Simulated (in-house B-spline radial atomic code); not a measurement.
Computed with a B-spline radial atomic code. Model: two electrons, singlet ground state, non-relativistic, full CI in B-splines with partial waves to l = 8 (at full coupling up to 3e-4 hartree above the limit, correlation up to 0.6 % small), density held at that of full coupling by Lieb maximisation.

Along the adiabatic connection the electron repulsion is scaled by a coupling λ while a local potential keeps the density fixed. At λ = 0 the system is the Kohn-Sham one and W equals the exchange energy; the exchange-correlation energy is the area under W between 0 and 1. The kinetic energy rises with λ as the electrons avoid each other, with dT/dλ = −λ dW/dλ.

Command:
```bash
python run_ac.py task.json out
```
Settings (lengths in bohr, energies in hartree):
```
potential              dot
strength               0.943
lmax                   8
second                 1
```

Cost of the run: 16 s on 1 thread of Intel(R) Xeon(R) Processor @ 2.30GHz, on a shared host.

**W = mean repulsion less Hartree energy, and W of three functionals.**

Given: confinement charge in harmonic well; well frequency 0.943 hartree; nuclear charge 1; external potential omega^2 r^2/2 - Z/r.

Computed: LDA exchange minus exact 135.25 millihartree; SCAN exchange minus exact 5.0991 millihartree.

| coupling | W xc (hartree) | W xc minus exchange (millihartree) | kinetic minus Kohn-Sham (millihartree) | LDA (PW92) W minus its exchange (millihartree) | PBE W minus its exchange (millihartree) | SCAN W minus its exchange (millihartree) |
| --- | --- | --- | --- | --- | --- | --- |
| 0 | -0.91896 | 0 | 0 | 0 | 0 | 0 |
| 0.02 | -0.92081 | -1.85 | 0.02 | -11.71 | -2.44 | -1.87 |
| 0.05 | -0.92355 | -4.589 | 0.11 | -23.87 | -6.09 | -4.61 |
| 0.12 | -0.92979 | -10.824 | 0.64 | -45.43 | -14.41 | -10.76 |
| 0.25 | -0.94081 | -21.846 | 2.67 | -75.27 | -28.95 | -21.48 |
| 0.4 | -0.95269 | -33.731 | 6.53 | -101.98 | -44.34 | -32.95 |
| 0.6 | -0.96729 | -48.327 | 13.8 | -130.63 | -62.85 | -46.98 |
| 0.8 | -0.98062 | -61.652 | 23.11 | -154.33 | -79.44 | -59.8 |
| 1 | -0.99282 | -73.857 | 34.08 | -174.64 | -94.44 | -71.58 |
| 1.4 | ? | ? | ? | ? | ? | ? |
| 2 | ? | ? | ? | ? | ? | ? |
| 3 | -1.0748 | -155.79 | 188.24 | -295.02 | -193.71 | -153.22 |
| 4.5 | -1.1099 | -190.93 | 318.27 | -344.05 | -237.48 | -190.06 |
| 7 | -1.1468 | -227.84 | 526.52 | -396.75 | -285.8 | -229.66 |
| 10 | -1.1739 | -254.93 | 753.64 | -437.31 | -323.63 | -258.63 |

Question: What belongs in the row 1.4?

Answer: W xc (hartree): -1.0144; W xc minus exchange (millihartree): -95.407; kinetic minus Kohn-Sham (millihartree): 59.82; LDA (PW92) W minus its exchange (millihartree): -208.29; PBE W minus its exchange (millihartree): -120.62; SCAN W minus its exchange (millihartree): -92.56.

Question: What belongs in the row 2?

Answer: W xc (hartree): -1.041; W xc minus exchange (millihartree): -122.05; kinetic minus Kohn-Sham (millihartree): 104.81; LDA (PW92) W minus its exchange (millihartree): -247.43; PBE W minus its exchange (millihartree): -152.76; SCAN W minus its exchange (millihartree): -118.94.

Question: What is the PBE exchange minus exact?

Answer: 34.924 millihartree.

**Energy parts, natural occupations and partial-wave weights.**

Computed: exchange energy -0.91896 hartree; correlation energy -0.039781 hartree; initial slope twice GL2 -0.092943 hartree; kinetic part over minus potential part 0.46138; Hartree energy 1.8379 hartree; Kohn-Sham kinetic 1.9896 hartree; Lieb Oxford ratio E_xc over LDA exchange 1.2233.

```json
{"natural": "s", "occupation of the shell (electrons)": "1.9827"}
{"natural": "p", "occupation of the shell (electrons)": "?"}
{"natural": "s", "occupation of the shell (electrons)": "0.0024044"}
{"natural": "d", "occupation of the shell (electrons)": "0.0005246"}
{"natural": "p", "occupation of the shell (electrons)": "0.00019348"}
{"natural": "f", "occupation of the shell (electrons)": "6.4718e-05"}
```

Question: What belongs in the row p?

Answer: occupation of the shell (electrons): 0.013983.

| wave | weight |
| --- | --- |
| s | 0.99258 |
| p | ? |
| d | 0.00027986 |
| f | 3.6577e-05 |
| g | 8.3033e-06 |

Question: What belongs in the row p?

Answer: weight: 0.0070949.

Question: What is the kinetic part of the DFT correlation energy?

Answer: 0.034076 hartree.

Question: What is the total energy?

Answer: 1.1756 hartree.

Half-way to full coupling W has made 56 % of its drop, against 50 % for a straight line, and second-order (GL2) theory, half the initial slope, overshoots the correlation energy by about 17 %: a moderate bend, as in light atoms. Over couplings 0 to 1 the errors in E_xc come to about +66 millihartree for LDA, +23 millihartree for PBE, +6.2 millihartree for SCAN, so SCAN is nearest. In LDA and PBE the errors of exchange and correlation have opposite signs, so the sum is smaller than the larger of the two.
